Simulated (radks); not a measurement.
Values are calculated unless marked as measured or tabulated.
Tl IV, 78 electrons, occupied as [Xe] 4f14 5d10.

Level of theory: Dirac Kohn-Sham, PBE, spin-unpolarised, spherical densities, finite nucleus; Fermi nuclear charge, rms radius 5.4759 fm (a radial shooting solver on a logarithmic mesh with Libxc functionals).

Energy parts (Ry):
part                        energy
total                  -40562.9534
kinetic                 46960.4659
electron-nucleus      -102293.6431
Hartree                 15532.3612
exchange-correlation     -762.1375

Orbitals (lengths in bohr, moments of r in powers of bohr; <r^-3> diverges for s and p1/2; r(max) is where P^2 peaks):
orbital,occ.,eigenvalue (Ry),r(max),<r^4>,<r^-3>,<r^2>
1s1/2,2,-6281.369,0.01003,3.762e-07,-,0.0003691
2s1/2,2,-1119.294,0.05837,0.00005419,-,0.005550
2p1/2,2,-1074.905,0.04279,0.00003201,-,0.003911
2p3/2,4,-923.0976,0.05039,0.00005093,22400,0.005095
3s1/2,2,-268.7823,0.1642,0.001961,-,0.03599
3p1/2,2,-248.6709,0.1530,0.001701,-,0.03273
3p3/2,4,-214.9227,0.1684,0.002394,5261,0.03909
3d3/2,4,-181.5910,0.1309,0.001576,921.9,0.02987
3d5/2,6,-174.3830,0.1351,0.001745,756.6,0.03159
4s1/2,2,-61.66115,0.3695,0.04332,-,0.1732
4p1/2,2,-52.97834,0.3672,0.04585,-,0.1760
4p3/2,4,-44.77353,0.3985,0.06370,1284,0.2077
4d3/2,4,-30.56853,0.3903,0.07442,203.4,0.2170
4d5/2,6,-29.03746,0.3998,0.08211,163.1,0.2281
5s1/2,2,-11.75100,0.8093,1.079,-,0.8647
4f5/2,6,-10.70321,0.3558,0.1336,35.24,0.2593
4f7/2,8,-10.36513,0.3603,0.1414,33.41,0.2667
5p1/2,2,-8.83620,0.8506,1.486,-,0.9999
5p3/2,4,-7.35026,0.9287,2.179,228.6,1.207
5d3/2,4,-3.35803,1.093,6.722,23.17,2.002
5d5/2,6,-3.18844,1.126,7.708,18.06,2.141

The highest occupied level is 5d5/2 at -43.381 eV. Summed over all electrons, <r^2> = 37.51 bohr^2, which gives a Langevin (diamagnetic) susceptibility term of -29.7 x 10^-6 cm^3/mol.
